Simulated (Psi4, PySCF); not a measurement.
formic acid (CH₂O₂), singlet, geometry from GFN2-xTB, atoms displaced at random by about 0.08 Å a coordinate. Base run: PBE/6-31G, gradient (PySCF).

PySCF was given this input:
```python
from pyscf import gto, scf, dft

mol = gto.Mole()
mol.atom = '''
    O    -1.06675931   -0.54177422    0.00281531
    C    -0.01213562    0.47127289   -0.00863540
    O     1.17147301    0.15467085    0.04758702
    H    -0.74142530   -1.36858258    0.11488708
    H    -0.38774824    1.47593845   -0.05012512
'''
mol.basis = '6-31g'
mol.verbose = 4
mol.build()

mf = dft.RKS(mol)
mf.xc = 'pbe'
mf.kernel()
g = mf.nuc_grad_method()
grad = g.kernel()
```

Programs used: Psi4, PySCF; a row that names a program was run with it.

The coordinate followed is x of atom 5.

Variants of this job, named by their change:

```
change                                                  dE/dx (Eh/bohr)  net force (Eh/bohr)
------------------------------------------------------  ---------------  -------------------
base                                                           0.015455             0.000068
code = psi4                                                    0.015453             0.000091
density fitting = on; auxbasis_response = off                  0.015465             0.001948
finite difference step (bohr) = 1e-4; conv_tol = 1e-11         0.015455                    -
grids.level = 1; grid_response = off                           0.015454             0.000143
conv_tol = 1e-4                                                0.015542             0.000068
finite difference step (bohr) = 1e-5; conv_tol = 1e-11         0.015455                    -
grids.level = 0; grid_response = off                           0.015677             0.002231
finite difference step (bohr) = 0.05; conv_tol = 1e-11         0.015429                    -
grid_response = on                                             0.015455             0.000000
grids.level = 1; grid_response = on                            0.015438             0.000000
conv_tol = 1e-11                                               0.015455             0.000068
```

The net force is zero for an exact gradient.
